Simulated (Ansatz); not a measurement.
PdAu₃. Total charge 0; doublet. Geometry r2SCAN-D4/def2-SVP; atoms count from 1.

```
atom   x (Å)   y (Å)   z (Å)
 Pd1   0.074  -1.255  -0.536
 Au2   1.426   0.769  -1.585
 Au3  -0.074   1.241   0.529
 Au4  -1.426  -0.755   1.592
```

In the def2 sets Au, Pd take a core potential; there is no spin–orbit coupling. The structure comes from a short search, and lower isomers may exist.

Question: Estimate the Mulliken populations from the PBE0/def2-TZVP orbitals of Ansatz.

Answer: 
```tsv
atom	charge (e)	spin (α − β)	d electrons
Pd1	-0.27	0.55	9.33
Au2	0.06	0.24	9.82
Au3	0.16	-0.03	9.86
Au4	0.06	0.24	9.82
```
Mulliken values and Mayer orders depend strongly on the basis.

Question: Where does the spin sit?

Answer: Summed by element: Pd 0.55, Au 0.45, of 1 unpaired in all. Largest on single atoms: Pd1 0.55, Au2 0.24, Au4 0.24.

Question: And the Mayer bond orders between bonded heavy atoms (over 0.3)?

Answer: Pd1–Au2 0.68 (2.65 Å); Pd1–Au3 0.57 (2.72 Å); Pd1–Au4 0.68 (2.65 Å); Au2–Au3 0.43 (2.64 Å); Au3–Au4 0.43 (2.64 Å).
